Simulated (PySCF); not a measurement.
## Electronic absorption of C6H5N3O

Compound: C6H5N3O.
Numbering: `[CH3:1][O:2][c:3]1[cH:4][n:5][cH:6][c:7]([C:8]#[N:9])[n:10]1` (hydrogens: H11, H12, H13 on C1; H14 on C4; H15 on C6)

Cartesian coordinates in Å at the GFN2-xTB level; atoms count from 1:
```xyz
15
C6H5N3O angstrom
C     -2.4746   -0.8062    0.1050
O     -1.9085    0.4680   -0.1592
C     -0.5813    0.5427   -0.1332
C      0.0417    1.7833   -0.3953
N      1.3476    1.9024   -0.3900
C      2.0758    0.8220   -0.1286
C      1.4663   -0.4012    0.1380
C      2.2487   -1.5528    0.4152
N      2.9183   -2.4575    0.6270
N      0.1352   -0.5359    0.1344
H     -2.1950   -1.1510    1.1026
H     -2.1312   -1.5387   -0.6286
H     -3.5515   -0.6731    0.0350
H     -0.5447    2.6643   -0.6079
H      3.1489    0.9417   -0.1365
```

The calculation used PySCF, TDDFT PBE0/def2-SVPD, vertical, gas phase, core orbitals frozen in the response.

| state | λ (nm) | E (eV) | f | symmetry | main configurations (H = HOMO, L = LUMO) |
| --- | --- | --- | --- | --- | --- |
| S1 | 306.6 | 4.04 | 0.0017 | – | H-1→L (99%) |
| S2 | 269.7 | 4.60 | 0.155 | A′ | H→L (93%) |
| S3 | 246.3 | 5.03 | 0.0015 | – | H-1→L+1 (99%) |
| S4 | 224.6 | 5.52 | 0.0000 | – | H-3→L (97%) |
| S5 | 216.7 | 5.72 | 0.168 | A′ | H→L+1 (88%) |
| S6 | 197.4 | 6.28 | 0.0006 | – | H-4→L (88%) |

Triplets (Tamm–Dancoff): T1 3.23 eV, H→L (94%); T2 3.49 eV, H-1→L (89%), H-1→L+1 (8%).

The lowest singlet comes at 307 nm (390 kJ/mol) in the ultraviolet; it is very weak; its leading configuration is HOMO-1→LUMO (99%). The most intense listed level is S5 at 5.72 eV (217 nm, f = 0.168), 1.68 eV above S1. Löwdin shares by element: HOMO carbon 44% or more, oxygen 20% (atoms not listed hold the other 36%); LUMO carbon 35% or more, nitrogen 33% or more (atoms not listed hold the other 32%). Of the 6 states listed, 2 reach f = 0.01 and 1 stays under 0.0005. Orbital energies (eV): HOMO-3 -9.63, HOMO-2 -9.55, HOMO-1 -8.15, HOMO -7.76, LUMO -2.45, LUMO+1 -1.41, LUMO+2 0.35. The oscillator strengths of these states sum to 0.327; summed over the whole spectrum of an exact calculation they would give the number of electrons, 70 (Thomas–Reiche–Kuhn). Symmetry labels in Cs follow from the direction of the transition dipole and are given only for states with f of 0.002 or more. The window holds the lowest 6 singlets.

One conformer stands for the species.
